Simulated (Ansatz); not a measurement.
Computed with Ansatz on PBE0-D4/def2-TZVP structures; ΔE is electronic, products minus reactants. CBS: MP2 limit from def2 TZ/QZ plus the TZ coupled-cluster correction, frozen cores. This one scheme is used for every species. DFT in def2-TZVPP. B3LYP here is the variant with VWN-RPA as its local correlation; programs differ in this. For Ge outer-core shells are correlated without core-valence functions, which leaves a few kJ/mol of doubt a bond. Scalar relativity is left out up to krypton. One conformer a species, not always the lowest.

Consider the formal hydrolysis of a Ge–Si bond: `C[SiH](N)[GeH2][NH2]` + H₂O → `[NH2][GeH2][OH]` + `C[SiH2]N`.

`C[SiH](N)[GeH2][NH2]`:

Cartesian coordinates in Å:
```
C -1.141 0.591 1.902
Si 0.182 0.789 0.597
N -0.459 1.492 -0.839
Ge 1.018 -1.287 -0.243
N 0.566 -1.237 -2.050
H -1.962 -0.031 1.538
H -0.728 0.129 2.802
H -1.552 1.564 2.186
H 1.301 1.561 1.226
H -0.045 1.205 -1.715
H -0.773 2.448 -0.869
H 0.447 -2.534 0.485
H 2.554 -1.417 -0.220
H 1.023 -1.955 -2.597
H -0.431 -1.319 -2.204
```

H₂O:

```xyz
3

O    -0.036   -0.325    0.211
H     0.113    0.566    0.533
H    -0.078   -0.241   -0.744
```

`[NH2][GeH2][OH]`:

Cartesian coordinates in Å:
```
N 0.268 -1.252 0.564
Ge -0.022 0.485 0.113
O -1.153 0.415 -1.260
H 0.897 -1.779 -0.024
H 0.472 -1.426 1.536
H 1.220 1.266 -0.381
H -0.671 1.161 1.334
H -1.012 1.131 -1.882
```

`C[SiH2]N`:

```xyz
10

C    -1.113   -0.847   -0.020
Si    0.171    0.417   -0.525
N     1.409    0.750    0.623
H    -1.850   -0.985   -0.817
H    -1.646   -0.531    0.880
H    -0.653   -1.818    0.183
H    -0.522    1.705   -0.802
H     0.846   -0.068   -1.761
H     1.212    1.292    1.448
H     2.146    0.085    0.792
```

| level | ΔE (kJ/mol) |
| --- | --- |
| PBE-D4 | -4.5 |
| PBE0-D4 | -8.3 |
| B3LYP-D4 | -17.9 |
| CCSD/def2-TZVPP | -25.5 |

Q: What does CCSD(T)/CBS give? (An estimate is asked.)

A: Ansatz gave: -17.7 kJ/mol. The listed levels differ from it by 13.2, 9.4, -0.2, -7.8 kJ/mol.

Largest T1 diagnostic among the species: 0.011.

In def2-TZVPP, CCSD(T) changes the Hartree–Fock value by +32.1 kJ/mol (the triples alone add +3.5 kJ/mol) and MP2 by +30.1 kJ/mol. The D4 term adds +12.3 kJ/mol with B3LYP and +7.2 kJ/mol with PBE0; it sums over pairs of atoms, weighted by their polarisabilities, and B3LYP, whose exchange is more repulsive, gets the larger term. From PBE to PBE0 (25 % exact exchange), in def2-TZVPP and without D4, ΔE moves by −3.2 kJ/mol.
